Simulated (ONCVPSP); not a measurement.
# hafnium (Hf), ONCV: configuration errors across variants

```
Element                 : hafnium (Hf)
Generator               : ONCVPSP 4.0.1
Type                    : optimised norm-conserving Vanderbilt (ONCV)
Functional              : PBEsol
Relativity              : scalar-relativistic
Frozen core             : [Kr] 4d10 4f14
Valence charge          : 12
Reference configuration : 5s2 5p6 5d2 6s2
Partial waves           : 5s+6s: rc 2.20 bohr, ncon 5, nbas 10, qcut 5.8 1/bohr, 2 projectors; 5p: rc 2.05 bohr, ncon 4, nbas 7, qcut 8.5 1/bohr, 1 projector; 5d: rc 2.30 bohr, ncon 5, nbas 10, qcut 6.2 1/bohr, 2 projectors, debl 2.8 Ha
Local potential         : polynomial inside 1.30 bohr (lpopt 5, dvloc0 4 Ha)
Core correction         : Teter function, fcfact 2.75, rcfact 1.7
```

All-electron excitation energies from the reference (eV): (1) 5s2 5p6 5d2 6s1 8.009; (2) 5s2 5p6 5d2 6s0 22.172; (3) 5s2 5p6 5d1 6s2 6.540.

1 further variants failed, have other tests or too few solved ones, and are left out.

Errors AE − PS in meV (a dash: test not solved or not reliable):

| change | (1) | (2) | (3) | bound ghosts | GHOST(+) flags above zero |
| --- | --- | --- | --- | --- | --- |
| base | -4.5 | -16 | -16 | none | none |
| local potential polynomial inside 1.30 bohr (lpopt 5, dvloc0 0 Ha) | -4.5 | -16 | -16 | none | s |
| p: rc 3.04 | -4.5 | -16 | -16 | none | none |
| all radii but the core radius scaled by about 0.83 (s 1.84, p 1.70, d 1.92 bohr); local potential polynomial inside 1.08 bohr (lpopt 5, dvloc0 4 Ha) | -4.1 | -13 | -16 | none | s |
| s: rc 1.68 | -3.8 | -11 | -15 | none | s |

Give the same row for: core correction Teter function, fcfact 5.25, rcfact 1.3.

-3.3, -3.0, -7.7; bound ghosts: none; GHOST(+) flags above zero: none.
